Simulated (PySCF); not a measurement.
**Working out the ionisation energy of Co+**

Co+ [Ar] 3d8 (3F) → Co(2+) [Ar] 3d7 (4F). Computed with PySCF 2.14 in def2-TZVPPD (6s6p4d2f1g, 67 functions), with no relativity, point nucleus. Frozen: [Ne]. Energies in hartree (1 hartree = 27.21139 eV):

| part | Co+ (lower) | Co(2+) (upper) |
| --- | --- | --- |
| UHF | -1381.109254 | -1380.581815 |
| MP2 opposite-spin | -0.418908 | -0.338346 |
| MP2 same-spin | -0.204530 | -0.163679 |

**Question.** What does Hartree-Fock give?

**Answer.** (-1380.581815) − (-1381.109254) = 0.527439 hartree = 14.352 eV.

**Question.** What do MP2 and SCS-MP2 (6/5 opposite-spin, 1/3 same-spin) give?

**Answer.** The opposite-spin parts differ by 2.192 eV and the same-spin parts by 1.112 eV. MP2: 14.352 + (2.192) + (1.112) = 17.656 eV. SCS-MP2: 14.352 + 1.2 × (2.192) + (1.112)/3 = 17.353 eV.

A first-order spin-orbit estimate adds -0.010 eV to MP2 (valence and next inner shell), giving 17.646 eV against 17.084 eV (measured; NIST Atomic Spectra Database, ionization energies).

The calculation is non-relativistic.

What remains against the reference includes basis incompleteness, the frozen core and correlation beyond second order.
